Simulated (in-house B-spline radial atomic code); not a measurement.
Configurations of Tm6+, with energies counted from [Kr] 4d10 4f11 5s2 5p4. Level of theory: scalar-relativistic (X2C) LDA VWN5, spin-polarised, spherical fractional occupations, Fermi nucleus of rms radius 5.2256 fm; calculated with a radial B-spline atomic code at the basis-set limit. Shells without spins written out take the highest spin.

Occupations are held fixed; configurations that lie above the ionisation limit could autoionise.

| configuration | E - E(ref) (eV) | highest orbital | its <r> (bohr) |
| --- | --- | --- | --- |
| [Kr] 4d10 4f10 5s2 5p5 | -10.811 | 4f down | 0.6781 |
| [Kr] 4d10 4f(6 up, 5 down) 5s2 5p(2 up, 2 down) | 3.7183 | 4f down | 0.6947 |
| [Kr] 4d10 4f10 5s2 5p4 5d1 | 25.534 | 5d up | 1.594 |
| [Kr] 4d10 4f(4 up, 7 down) 5s2 5p(0 up, 3 down) 5f(1 up, 0 down) | 69.052 | 5f up | 2.542 |
| [Kr] 4d9 4f12 5s2 5p4 | 170.46 | 4f down | 0.6906 |
| [Kr] 4d(4 up, 5 down) 4f(4 up, 7 down) 5s2 5p(3 up, 1 down) 5d(1 up, 0 down) | 200.02 | 5d up | 1.603 |
| [Kr] 4d9 4f11 5s2 5p4 5f1 | 230.66 | 5f up | 2.406 |
| [Kr] 4d(5 up, 4 down) 4f(5 up, 6 down) 5s2 5p(2 up, 2 down) 5f(0 up, 1 down) | 237.11 | 5f down | 2.435 |

(1) Order these further configurations by energy, lowest first.
A. [Kr] 4d10 4f11 5s2 5p3 6f1
B. [Kr] 4d10 4f11 5s2 5p3 6d1
C. [Kr] 4d10 4f12 5s2 5p3
D. [Kr] 4d10 4f(7 up, 4 down) 5s2 5p(2 up, 2 down)
E. [Kr] 4d10 4f11 5s2 5p3 6s1

(2) How far above the reference does [Kr] 4d10 4f(5 up, 6 down) 5s2 5p(1 up, 3 down) lie?

(3) How far above the reference does [Kr] 4d10 4f(7 up, 3 down) 5s2 5p(1 up, 3 down) 6f(1 up, 0 down) lie?

(4) How far above the reference does [Kr] 4d9 4f11 5s2 5p5 lie?

(5) Is the reference the lowest configuration at this level of theory?

Results:

(1) D (1.9968 eV), C (13.985 eV), E (47.359 eV), B (70.519 eV), A (83.453 eV).

(2) 2.4095 eV; its least bound orbital is 4f up with <r> = 0.6918 bohr.

(3) 78.115 eV; its least bound orbital is 6f up with <r> = 4.381 bohr.

(4) 160.34 eV; its least bound orbital is 4f down with <r> = 0.6749 bohr.

(5) No: [Kr] 4d10 4f10 5s2 5p5 lies 10.81 eV lower with this functional.
